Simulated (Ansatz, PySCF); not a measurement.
GeH6OSi, SMILES O[SiH2][GeH3].

Geometry optimised at ωB97X-D3(BJ)/def2-SVP. Other conformers were not sampled.

Vertical ionisation energy (IE) and electron affinity (EA) in eV. Rows of orbital energies are one-electron estimates. Where ΔSCF, EOM or ADC give a negative EA the extra electron is unbound and the value depends on the basis.

```json
[
 {"level": "−ε(HOMO), −ε(LUMO), r2SCAN/def2-TZVPD (PySCF)", "IE": "6.94", "EA": "0.97"},
 {"level": "−ε(HOMO), −ε(LUMO), PBE/def2-TZVPD (PySCF)", "IE": "6.67", "EA": "1.39"},
 {"level": "ΔSCF, CAM-B3LYP/def2-SVPD (Ansatz), final states of multiplicity 2 and 2", "IE": "10.07", "EA": "-1.09"},
 {"level": "ΔSCF, PBE/def2-SVPD (Ansatz), final states of multiplicity 2 and 2", "IE": "9.64", "EA": "-0.83"}
]
```

Task: What vertical singlet–triplet gap does ΔSCF give with CAM-B3LYP/def2-SVPD (Ansatz, a first-principles code) and with PBE/def2-SVPD (Ansatz)? (An estimate is asked for; the answer gives what the named calculation found.)

Result: 5.84 and 5.18 eV (triplet above singlet where positive).
